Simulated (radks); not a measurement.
The numbers below are computed, except where a source is named.
Neutral phosphorus inside a hard spherical wall (all orbitals vanish at R), configuration held at [Ne] 3s2 3p3 and not refilled when levels cross. Code: a radial shooting solver on a logarithmic mesh with Libxc functionals. Model: non-relativistic Kohn-Sham, r2SCAN, spin-polarised, spherical densities, point nucleus; open shells are filled with parallel spins first; meta-GGA in the generalised Kohn-Sham scheme. Eigenvalues in eV for spin up, with the zero of energy where the potential of the charges vanishes at infinity; a dash marks a level that is unbound or too diffuse for the functional's potential to be trusted. A positive occupied level is held by the wall or, in an anion where self-interaction has pushed it up, behind a barrier. The pressure on the wall is -dE/dV.

R (bohr)  E (hartree)  kinetic (hartree)    e(2s)    e(2p)    e(3s)   e(3p)  e(4s, empty)  e(4p, empty)  pressure (GPa)
free       -341.25005            340.798  -177.03  -126.61  -15.612  -6.696             -             -               0
20         -341.25005            340.798  -177.03  -126.61  -15.612  -6.696             -             -        < 0.0001
10         -341.25000            340.798  -177.02  -126.60  -15.608  -6.692         0.911         2.617         0.00145
6          -341.23687            340.898  -176.35  -125.93  -15.183  -6.215         5.853        10.283            1.25
3.5        -340.69438            343.300  -166.94  -116.50   -8.801   1.624        40.175        48.925             169
3          -340.00721            345.671  -160.21  -109.75   -2.974   8.602        66.076        75.700             536
2          -333.93491            362.078  -130.49  -79.762   39.736  55.409        218.47        223.50            8430
